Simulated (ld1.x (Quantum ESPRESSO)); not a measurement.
# Varying the PAW potential for Mo (Z = 42)

Base potential:

```json
{
 "Element": "Mo (Z = 42)",
 "Generator": "ld1.x (Quantum ESPRESSO) 7.5",
 "Type": "PAW",
 "Functional": "PBE",
 "Relativity": "scalar-relativistic",
 "Frozen core": "[Kr]",
 "Valence charge": "6",
 "Reference configuration": "4d5 5s1 5p0",
 "Partial waves": "5s (bound): rcut 3.05, rcutus 3.45 bohr; 5s channel at 1.2 Ry: rcut 3.05, rcutus 3.45 bohr; 5p (bound, empty): rcut 3.40, rcutus 4.30 bohr; 5p channel at 1.45 Ry: rcut 3.40, rcutus 4.30 bohr; 4d (bound): rcut 2.15, rcutus 2.80 bohr; 4d channel at 2.25 Ry: rcut 2.15, rcutus 2.80 bohr; 4f channel at 0.05 Ry: rcut 3.00, rcutus 4.15 bohr; 4f channel at 2.2 Ry: rcut 3.00, rcutus 4.15 bohr",
 "Local potential": "all-electron potential smoothed inside 2.30 bohr (lloc = -1)",
 "Core correction": "Bessel-smoothed model core inside 1.85 bohr",
 "Augmentation charge": "BESSEL, radius 2.25 bohr"
}
```

Cutoffs, loose and tight: the cutoffs (Ry, on a coarse ladder) from which the occupation-weighted sum of valence levels, in a spherical-Bessel basis at the reference potential, stays within 10 and 1 mRy of its value at 400 Ry. They do not see the model core or the augmentation charge, which bear on the density cutoff. Test errors are all-electron minus pseudo excitation energies from the reference, over the configurations 4d5 5s0 5p0; 4d4 5s0 5p0; 4d3 5s0 5p0; 4d4 5s2 5p0; 4d4 5s1 5p1; 4d5.5 5s0.5 5p0; 4d5 5s0 5p1. A dash means not determined; rows that change the core or the reference have their own tests. The largest error is taken over the tests solved by every variant that gives reliable tests at all: 4d4 5s0 5p0; 4d4 5s1 5p1; 4d4 5s2 5p0; 4d5 5s0 5p0; 4d5 5s0 5p1; 4d5.5 5s0.5 5p0.

Cutoffs are not given where the Bessel-basis levels miss the radial ones by over 6 mRy, ghosts where they miss by over 20 mRy; a channel whose overlap is not positive is not tested.

A file whose overlap is not positive is unfit for use, and its test errors describe a broken file.

| change | outcome | cutoff, loose | cutoff, tight | bound ghosts | largest test error (meV) |
| --- | --- | --- | --- | --- | --- |
| base | generated, overlap not positive | – | – | not determined (overlap not positive) | -67 |
| waves 4d (bound): rcut 2.15, rcutus 3.22 bohr; 4d channel at 2.25 Ry: rcut 2.15, rcutus 3.22 bohr | generated, overlap not positive | – | – | not determined (overlap not positive) | +97 |
| local potential all-electron potential smoothed inside 3.25 bohr (lloc = -1) | generated | 12 Ry | 18 Ry | none | -80 |
| local potential all-electron potential smoothed inside 5.04 bohr (lloc = -1) | generated | 12 Ry | 18 Ry | none | -149 |
| core [Ar] 3d10, valence charge 14; reference 4s2 4p6 4d5 5s1 5p0; waves now 4s (bound): rcut 1.45, rcutus 1.55 bohr; 5s (bound): rcut 1.45, rcutus 1.55 bohr; 4p (bound): rcut 1.70, rcutus 2.00 bohr; 5p (bound): rcut 1.70, rcutus 2.00 bohr; 4d (bound): rcut 2.00, rcutus 2.45 bohr; 4d channel at 2.25 Ry: rcut 2.00, rcutus 2.45 bohr; 4f channel at 0.05 Ry: rcut 1.95, rcutus 2.15 bohr; local potential all-electron potential smoothed inside 1.60 bohr (lloc = -2); core correction a·sin(br)/r model core inside 1.60 bohr; augmentation BESSEL, radius 1.30 bohr | generated | 25 Ry | 40 Ry | none | -25 |
| waves 5p (bound): rcut 3.40, rcutus 3.62 bohr; 5p channel at 1.45 Ry: rcut 3.40, rcutus 3.62 bohr | generated, overlap not positive | – | – | not determined (overlap not positive) | -67 |
| waves 4f channel at 0.05 Ry: rcut 3.00, rcutus 4.22 bohr; 4f channel at 2.2 Ry: rcut 3.00, rcutus 4.22 bohr | generated | 12 Ry | 18 Ry | none | -67 |

Q: What comes out with this change to the base: wave 4d channel at 2.25 Ry: rcut 2.15, rcutus 2.80 bohr becomes 4d channel at 0.56 Ry: rcut 2.15, rcutus 2.80 bohr?

A: outcome: generated, overlap not positive; bound ghosts: not determined (overlap not positive); largest test error (meV): +115. A file whose overlap is not positive is unfit for use, and its test errors describe a broken file.

Q: What comes out with this change to the base: core correction Bessel-smoothed model core inside 3.08 bohr?

A: outcome: generated, overlap not positive; bound ghosts: not determined (overlap not positive); largest test error (meV): -59. A file whose overlap is not positive is unfit for use, and its test errors describe a broken file.

Q: What comes out with this change to the base: type TM; waves now 5s (bound): rc 3.45 bohr; 5p (bound): rc 4.30 bohr; 4d (bound): rc 2.80 bohr; 4f channel at 0.05 Ry: rc 4.15 bohr; local potential all-electron potential smoothed inside 3.70 bohr (lloc = -1)?

A: outcome: generated; cutoff, loose: 30 Ry; cutoff, tight: 35 Ry; bound ghosts: none; largest test error (meV): -142.
